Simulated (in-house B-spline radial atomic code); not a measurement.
A fraction x of an electron is removed from 4p in the zirconium ion Zr⁴⁺, starting from [Ar] 3d10 4s2 4p6 and keeping the highest spin. All numbers are computed (scalar-relativistic (X2C) TPSS, spin-polarised, spherical fractional occupations; Fermi nucleus of rms radius 4.2694 fm) with a radial B-spline atomic code at the basis-set limit, not measured.

```csv
x,E(x) - E(0) (eV),4p down level (eV)
0,0.0000,-73.046
0.09,6.6368,-74.438
0.22,16.4449,-76.457
0.37,28.0887,-78.796
0.45,34.4425,-80.048
0.5,38.4645,-80.832
0.55,42.5258,-81.617
0.73,57.4719,-84.453
0.84,66.8573,-86.192
0.95,76.4343,-87.936
1,80.8509,-88.730
```

The exact functional would give a straight line between the two integer points. Deviations E(x) - E(0) - x[E(1) - E(0)], in eV: -0.64 at x = 0.09, -1.342 at x = 0.22, -1.826 at x = 0.37, -1.94 at x = 0.45, -1.961 at x = 0.5, -1.942 at x = 0.55, -1.549 at x = 0.73, -1.057 at x = 0.84, -0.374 at x = 0.95.

The curve lies below the straight line by up to 1.961 eV (at x = 0.5): convex, the delocalisation error that favours fractional charges.

**Question.** How well does Slater's transition state (minus the level at half occupation) give the ionisation energy?

**Answer.** It gives 80.832 eV against 80.851 eV from the two total energies; NIST lists 80.35 eV, ground level to ground level.
